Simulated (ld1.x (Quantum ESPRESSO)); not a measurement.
## Before and after: TM potential for Li (Z = 3)

* Element: lithium
* Generator: ld1.x (Quantum ESPRESSO) 7.5
* Type: norm-conserving Troullier–Martins (Kleinman–Bylander form)
* Functional: LDA (PZ)
* Relativity: scalar-relativistic
* Frozen core: [He]
* Valence charge: 1
* Reference configuration: 2s1 2p0
* Partial waves: 2s (bound): rc 3.40 bohr; 3d channel at 0.05 Ry: rc 3.35 bohr; 2p (bound, empty): rc 4.20 bohr
* Local potential: the p channel
* Core correction: Bessel-smoothed model core inside 2.25 bohr

All-electron outer shells of the reference configuration (LDA (PZ), scalar-relativistic, ld1.x):

```csv
shell,level (eV),outermost node (bohr),outermost maximum (bohr)
1s,-51.10,–,0.36
2s,-2.88,0.84,3.12
2p,-1.13,–,3.91
```

Change: wave 2s (bound): rc 3.40 bohr becomes 2s (bound): rc 3.72 bohr.

Cutoffs: the cutoffs (Ry, on a coarse ladder) from which the occupation-weighted sum of valence levels, in a spherical-Bessel basis at the reference potential, stays within 10 and 1 mRy of its value at 400 Ry; they do not see the model core or the augmentation charge, which bear on the density cutoff. Errors are all-electron minus pseudo energies relative to the spin-unpolarised reference configuration.

Predict the effect on cutoff, ghosts and configuration errors.

Both files are so soft that the ladder of cutoffs tells neither apart; of the 4 tests that both files solve, the error grows in 1 and shrinks in 3 by more than 15 % and 0.3 meV (median size 1.0 → 0.4 meV); neither file shows a bound ghost.

| quantity | base | changed |
| --- | --- | --- |
| cutoff, loose | 6 Ry | 6 Ry |
| cutoff, tight | 6 Ry | 6 Ry |
| bound ghosts | none | none |
| error for 2s0.5 2p0, meV [ΔE 2.04 eV] | +0.5 | +0.1 |
| error for 2s0 2p1, meV [ΔE 1.75 eV] | -7.2 | -8.7 |
| error for 2s1 2p0 (spin-polarised), meV [ΔE -0.23 eV] | +1.4 | +0.6 |
| error for 2s0.5 2p0 (spin-polarised), meV [ΔE 1.95 eV] | +0.7 | -0.1 |
| s: phases at 4.57 bohr within 0.05 rad from the reference energy up to (Ry; the scan ends near 5) | 0.7 | 0.6 |
| p: phases at 4.57 bohr within 0.05 rad from the reference energy up to (Ry; the scan ends near 5) | 0.6 | 0.6 |
| d: phases at 4.57 bohr within 0.05 rad from the reference energy up to (Ry; the scan ends near 5) | 1.2 | 1.2 |
